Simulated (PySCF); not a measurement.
# Spinor energies of Ag²⁺ (silver, charge +2)

Start: [Kr] 4d8 5s1; 4d3/2 filled at m_j = -1/2, +1/2, +3/2; 4d5/2 filled at m_j = -3/2, -1/2, +1/2, +3/2, +5/2; 5s1/2 filled at m_j = +1/2. Calculated with PySCF 2.14 in x2c-TZVPall-2c with one added diffuse shell each of s, p, d type (9s10p8d1f, 86 functions): generalised Hartree-Fock with the X2C-1e Hamiltonian and a Gaussian nucleus; one run each with spin-orbit coupling (SO) switched off, then screened by Boettger's factors. This is a chosen level, not necessarily the ground level.

```json
{"spinor shell": "1s1/2", "electrons": "2", "ε, spin-free (eV)": "-25674.5", "ε, screened SO (eV)": "-25672.5", "weight of nominal j (screened SO)": "1.000", "rms radius, screened SO (bohr)": "0.0357"}
{"spinor shell": "2s1/2", "electrons": "2", "ε, spin-free (eV)": "-3891.3", "ε, screened SO (eV)": "-3890.7", "weight of nominal j (screened SO)": "1.000", "rms radius, screened SO (bohr)": "0.146"}
{"spinor shell": "2p1/2", "electrons": "2", "ε, spin-free (eV)": "-3486.4", "ε, screened SO (eV)": "-3607.8", "weight of nominal j (screened SO)": "1.000", "rms radius, screened SO (bohr)": "0.127"}
{"spinor shell": "3s1/2", "electrons": "2", "ε, spin-free (eV)": "-774.06", "ε, screened SO (eV)": "-773.85", "weight of nominal j (screened SO)": "1.000", "rms radius, screened SO (bohr)": "0.392"}
{"spinor shell": "3p1/2", "electrons": "2", "ε, spin-free (eV)": "-637.71", "ε, screened SO (eV)": "-659.88", "weight of nominal j (screened SO)": "1.000", "rms radius, screened SO (bohr)": "0.387"}
{"spinor shell": "3p3/2", "electrons": "4", "ε, spin-free (eV)": "-637.71", "ε, screened SO (eV)": "-627.33", "weight of nominal j (screened SO)": "1.000", "rms radius, screened SO (bohr)": "0.398"}
{"spinor shell": "3d3/2", "electrons": "4", "ε, spin-free (eV)": "-423.16", "ε, screened SO (eV)": "-427.17", "weight of nominal j (screened SO)": "0.997", "rms radius, screened SO (bohr)": "0.374"}
{"spinor shell": "3d5/2", "electrons": "6", "ε, spin-free (eV)": "-423.16", "ε, screened SO (eV)": "-420.26", "weight of nominal j (screened SO)": "0.998", "rms radius, screened SO (bohr)": "0.377"}
{"spinor shell": "4s1/2", "electrons": "2", "ε, spin-free (eV)": "-144.37", "ε, screened SO (eV)": "-144.30", "weight of nominal j (screened SO)": "1.000", "rms radius, screened SO (bohr)": "0.970"}
{"spinor shell": "4p1/2", "electrons": "2", "ε, spin-free (eV)": "-101.90", "ε, screened SO (eV)": "-107.13", "weight of nominal j (screened SO)": "0.951", "rms radius, screened SO (bohr)": "1.05"}
{"spinor shell": "4p3/2", "electrons": "4", "ε, spin-free (eV)": "-101.90", "ε, screened SO (eV)": "-99.363", "weight of nominal j (screened SO)": "0.975", "rms radius, screened SO (bohr)": "1.07"}
{"spinor shell": "4d5/2", "electrons": "5", "ε, spin-free (eV)": "-41.259", "ε, screened SO (eV)": "-41.142", "weight of nominal j (screened SO)": "0.617", "rms radius, screened SO (bohr)": "1.37"}
{"spinor shell": "4d3/2", "electrons": "3", "ε, spin-free (eV)": "-41.259", "ε, screened SO (eV)": "-41.495", "weight of nominal j (screened SO)": "0.649", "rms radius, screened SO (bohr)": "1.36"}
{"spinor shell": "5s1/2", "electrons": "1", "ε, spin-free (eV)": "-25.728", "ε, screened SO (eV)": "-25.723", "weight of nominal j (screened SO)": "1.000", "rms radius, screened SO (bohr)": "2.71"}
```

Question: Where does 2p3/2 lie, and what is the 2p spin-orbit splitting (screened SO)?

Answer: At -3430.2 eV, 177.58 eV above 2p1/2.

```csv
quantity,spin-free,screened SO
E (hartree),-5311.09673,-5312.09392
M_J,9/2,9/2
⟨J²⟩,24.756,24.756
⟨L²⟩,12.005,12.067
⟨S²⟩,3.751,3.746
```

Each row is a mean over spinors that exchange with the open shell spreads, by up to 8.767 eV (4p3/2).

Rows whose weight is well below 1 are mixtures of j = l ± 1/2: exchange outweighs spin-orbit coupling there, and the label is only the starting occupation.

Breit and QED terms are absent; they matter most for the inner s and p1/2 levels.

Densities and radii are taken from the X2C orbitals without a picture-change correction, which distorts them close to the nucleus.

Without spin-orbit coupling the j labels of p, d and f shells carry no meaning; the spin-free column gives the mean over the occupied spinors of each nl shell.
